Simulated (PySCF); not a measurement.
Ga(Cl)2(SH) (Cl2GaHS), SMILES [SH][Ga]([Cl])[Cl]. Atoms are numbered in the order given.

```xyz
5

Ga    -0.0129     0.0054     0.0000
Cl    -1.3939     1.6451     0.0000
Cl     2.0922     0.4381     0.0000
S     -0.7484    -2.0629     0.0000
H      0.5057    -2.5752     0.0000
```

Geometry: B3LYP-D3(BJ)/def2-SVP. The structure was generated by enumeration; whether it is a known compound was not checked. One conformer was computed; it need not be the lowest.

All values below come from B3LYP/pcSseg-1 (PySCF).

GIAO shieldings, no solvent; atoms listed in one row are averaged. δ = σ(ref) − σ: ³⁵Cl against HCl (σ = 933.3 ppm); ³³S against H2S (σ = 695.8 ppm); ¹H against TMS (σ = 31.68 ppm), references at their B3LYP-D3(BJ)/def2-TZVP geometries, non-relativistic (without spin–orbit terms, shifts of atoms bonded to Cl or Br come out too high).

```json
[
 {"nucleus": "³⁵Cl", "atoms": "Cl3", "count": "1", "δ (ppm)": "138.2"},
 {"nucleus": "³⁵Cl", "atoms": "Cl2", "count": "1", "δ (ppm)": "119.5"},
 {"nucleus": "³³S", "atoms": "S4", "count": "1", "δ (ppm)": "89.7"},
 {"nucleus": "¹H", "atoms": "H5", "count": "1", "δ (ppm)": "1.81"}
]
```
